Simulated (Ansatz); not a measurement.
Total energies of the cluster HAu₂ from Ansatz at PBE-D4/def2-TZVP, gas phase (1 Eh = 27.2114 eV = 2625.5 kJ/mol). The reference geometry is relaxed at PBE-D4/def2-TZVP.

```tsv
atom	x (Å)	y (Å)	z (Å)
Au1	-0.2092	-0.4647	0.2924
Au2	-0.3048	0.7982	-1.9747
H3	0.5140	-0.3334	1.6822
```

```json
{"state": "charge 0 doublet", "geometry": "reference", "energy (Eh)": "-272.14706"}
{"state": "charge 1 singlet", "geometry": "reference", "energy (Eh)": "-271.82198"}
{"state": "charge 0 quartet", "geometry": "relaxed at PBE-D4/def2-TZVP", "energy (Eh)": "-272.02226"}
{"state": "free Au atom (doublet)", "geometry": "–", "energy (Eh)": "-135.74600"}
{"state": "free H atom (doublet)", "geometry": "–", "energy (Eh)": "-0.49962"}
```

In the def2 sets Au takes a core potential; there is no spin–orbit coupling.

Work out the vertical ionisation energy to the singlet.

E(charge 1 singlet) − E(charge 0 doublet) = -271.82198 − (-272.14706) = 0.32508 Eh = 8.85 eV. For comparison, −ε of the highest occupied level of the spin that leaves is 5.99 eV at this level, 2.86 eV less.

Which of the charge 0 states is lowest, and how far above it are the others?

The doublet. quartet: -272.02226 − (-272.14706) = 0.12480 Eh = 327.7 kJ/mol.

What is the binding energy per atom against free atoms?

Atoms: 2 × (-135.74600) + 1 × (-0.49962) = -271.99162 Eh. Binding: -271.99162 − (-272.14706) = 0.15544 Eh = 4.23 eV, or 1.41 eV for each of 3 atoms (no zero-point energy, no counterpoise term).

The restricted singlet is unstable towards broken spin symmetry in Hartree–Fock (as tested in another run); at PBE-D4/def2-TZVP this wasn't settled. 

The structure comes from a short search, and lower isomers may exist.
